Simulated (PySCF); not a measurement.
**Phosphorus: a sound run and one with changed settings**

Sound run: P²⁺ [Ne] 3s2 3p1, P³⁺ [Ne] 3s2. Computed with PySCF 2.14 in cc-pVDZ-DK (4s3p1d, 18 functions), with scalar relativity by spin-free X2C-1e. The sound run starts from symmetry-adapted Hartree-Fock orbitals and uses a fine grid where one is needed.

Changed run: 26 angular points. This setting is unsound on purpose.

| species | method | sound run (hartree) | changed run (hartree) | converged |
| --- | --- | --- | --- | --- |
| P²⁺ | UHF | -340.45437 | -340.45437 | yes |
| P²⁺ | LDA | -339.67578 | -339.67593 | yes |
| P²⁺ | PBE | -340.81047 | -340.81041 | yes |
| P³⁺ | UHF | -339.36868 | -339.36868 | yes |
| P³⁺ | LDA | -338.56636 | -338.56636 | yes |
| P³⁺ | PBE | -339.69881 | -339.69881 | yes |

Ionisation energy of P²⁺:

| method | sound run (eV) | changed run (eV) |
| --- | --- | --- |
| UHF | 29.543 | 29.543 |
| LDA | 30.189 | 30.193 |
| PBE | 30.250 | 30.248 |

A coarse angular grid integrates products of high-l functions wrongly, so density functionals can shift, and the SCF can exploit the error; Hartree-Fock and MP2 need no grid.

For comparison, NIST gives 30.203 eV between the lowest levels.
